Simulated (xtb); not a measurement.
Job for xtb: GFN1-xTB on HfIn, 2S+1 = 4, a spin state set in the input, which need not be the lowest, a point of a bond scan (R = 3.110 Å).

```
$ xtb mol.xyz --gfn 1 --sp --chrg 0 --uhf 3
2

Hf     0.00000000     0.00000000     0.00000000
In     0.00000000     0.00000000     3.10979900
```

The log:

```
[...]
           -------------------------------------------------
          |                Calculation Setup                |
           -------------------------------------------------



           -------------------------------------------------
          |                 G F N 1 - x T B                 |
           -------------------------------------------------

        Reference                      10.1021/acs.jctc.7b00118
      * Hamiltonian:
        H0-scaling (s, p, d)           1.850000    2.250000    2.000000
        zeta-weighting                 0.000000
      * Dispersion:
        s8                             2.400000
        a1                             0.630000
        a2                             5.000000
        s9                             0.000000
      * Repulsion:
        kExp                           1.500000
        rExp                           1.000000
      * Coulomb:
        alpha                          2.000000
        third order                    atomic
        anisotropic                    false
      * Halogen bond correction:
        rad-scale                      1.300000
        damping                        0.440000


          ...................................................
          :                      SETUP                      :
          :.................................................:
          :  # basis functions                  20          :
          :  # atomic orbitals                  18          :
          :  # shells                            6          :
          :  # electrons                         7          :
          :  # halogen bonds                     0          :
          :  max. iterations                   250          :
          :  Hamiltonian                  GFN1-xTB          :
          :  restarted?                      false          :
          :  GBSA solvation                  false          :
          :  PC potential                    false          :
          :  electronic temp.          300.0000000     K    :
          :  accuracy                    1.0000000          :
          :  -> integral cutoff          0.2500000E+02      :
          :  -> integral neglect         0.1000000E-07      :
          :  -> SCF convergence          0.1000000E-05 Eh   :
          :  -> wf. convergence          0.2000000E-04 e    :
          :  Broyden damping             0.4000000          :
          :  net charge                          0          :
          :  unpaired electrons                  3          :
          ...................................................

 iter      E             dE          RMSdq      gap      omega  full diag
   1     -2.3681964 -0.236820E+01  0.141E+01    0.01       0.0  T
   2     -2.3687050 -0.508581E-03  0.841E+00    0.01       1.0  T
   3     -2.3687051 -0.161773E-06  0.167E-01    0.01       1.0  T
   4     -2.3687228 -0.177264E-04  0.771E-03    0.01       9.2  T
   5     -2.3687228 -0.503851E-08  0.313E-03    0.01      22.6  T
   6     -2.3687228 -0.344484E-10  0.243E-05    0.01    2910.3  T
   7     -2.3687228 -0.830447E-13  0.608E-07    0.01  100000.0  T

   *** convergence criteria satisfied after 7 iterations ***

         #    Occupation            Energy/Eh            Energy/eV
      -------------------------------------------------------------
         1        2.0000           -0.6530950             -17.7716
         2        2.0000           -0.3187851              -8.6746
         3        1.0000           -0.2370677              -6.4509
         4        1.0000           -0.2370677              -6.4509
         5        0.2360           -0.2184343              -5.9439 (HOMO)
         6        0.1970           -0.2182153              -5.9379 (LUMO)
         7        0.1970           -0.2182153              -5.9379
         8        0.1850           -0.2181417              -5.9359
         9        0.1850           -0.2181417              -5.9359
        10                         -0.1865555              -5.0764
       ...                                ...                  ...
        18                          0.6834886              18.5987
      -------------------------------------------------------------
                  HL-Gap            0.0002190 Eh            0.0060 eV
             Fermi-level           -0.2487384 Eh           -6.7685 eV

 SCC (total)                   0 d,  0 h,  0 min,  0.003 sec
 SCC setup                      ...        0 min,  0.000 sec (  3.168%)
 Dispersion                     ...        0 min,  0.000 sec (  2.490%)
 classical contributions        ...        0 min,  0.000 sec (  0.559%)
 integral evaluation            ...        0 min,  0.001 sec ( 26.820%)
 iterations                     ...        0 min,  0.001 sec ( 36.138%)
 molecular gradient             ...        0 min,  0.001 sec ( 25.430%)
 printout                       ...        0 min,  0.000 sec (  5.012%)

         :::::::::::::::::::::::::::::::::::::::::::::::::::::
         ::                     SUMMARY                     ::
         :::::::::::::::::::::::::::::::::::::::::::::::::::::
         :: total energy              -2.367421188564 Eh    ::
         :: gradient norm              0.035923326463 Eh/a0 ::
         :: HOMO-LUMO gap              0.005958642575 eV    ::
         ::.................................................::
         :: SCC energy                -2.368722846025 Eh    ::
         :: -> electrostatic           0.009747251253 Eh    ::
         :: repulsion energy           0.001857309447 Eh    ::
         :: dispersion energy         -0.000555651986 Eh    ::
         :: halogen bond corr.         0.000000000000 Eh    ::
         :: add. restraining           0.000000000000 Eh    ::
         :: total charge              -0.000000000142 e     ::
         :::::::::::::::::::::::::::::::::::::::::::::::::::::

           -------------------------------------------------
          |                Property Printout                |
           -------------------------------------------------

    * Orbital Energies and Occupations

         #    Occupation            Energy/Eh            Energy/eV
      -------------------------------------------------------------
         1        2.0000           -0.6530950             -17.7716
         2        2.0000           -0.3187851              -8.6746
         3        1.0000           -0.2370677              -6.4509
         4        1.0000           -0.2370677              -6.4509
         5        0.2360           -0.2184343              -5.9439 (HOMO)
         6        0.1970           -0.2182153              -5.9379 (LUMO)
         7        0.1970           -0.2182153              -5.9379
         8        0.1850           -0.2181417              -5.9359
         9        0.1850           -0.2181417              -5.9359
        10                         -0.1865555              -5.0764
        11                         -0.1449527              -3.9444
        12                         -0.1449527              -3.9444
        13                         -0.1395304              -3.7968
        14                         -0.1395304              -3.7968
        15                          0.0908062               2.4710
        16                          0.1971983               5.3660
       ...                                ...                  ...
        18                          0.6834886              18.5987
      -------------------------------------------------------------
                  HL-Gap            0.0002190 Eh            0.0060 eV
             Fermi-level           -0.2487384 Eh           -6.7685 eV

  Mulliken/CM5 charges         n(s)   n(p)   n(d)
     1Hf    0.32663  0.35854   1.391  1.254  1.027
     2In   -0.32663 -0.35854   1.787  0.543  0.996
Note: The following floating-point exceptions are signalling: IEEE_DENORMAL
normal termination of xtb

Wiberg/Mayer (AO) data.
largest (>0.10) Wiberg bond orders for each atom

 ---------------------------------------------------------------------------
     #   Z sym  total        # sym  WBO       # sym  WBO       # sym  WBO
 ---------------------------------------------------------------------------
     1  72 Hf   2.210 --     2 In   2.210
     2  49 In   2.210 --     1 Hf   2.210
 ---------------------------------------------------------------------------

Topologies differ in total number of bonds
Writing topology from bond orders to xtbtopo.mol

 dipole moment from electron density (au)
     X       Y       Z
  -0.0000   0.0000   1.1078  total (Debye):    2.816


           -------------------------------------------------
          | TOTAL ENERGY               -2.367421188564 Eh   |
          | GRADIENT NORM               0.035923326463 Eh/α |
          | HOMO-LUMO GAP               0.005958642575 eV   |
           -------------------------------------------------

------------------------------------------------------------------------
------------------------------------------------------------------------
 total:
 SCF:
```

The run finished.

Cost: roughly 0.04 core-seconds.
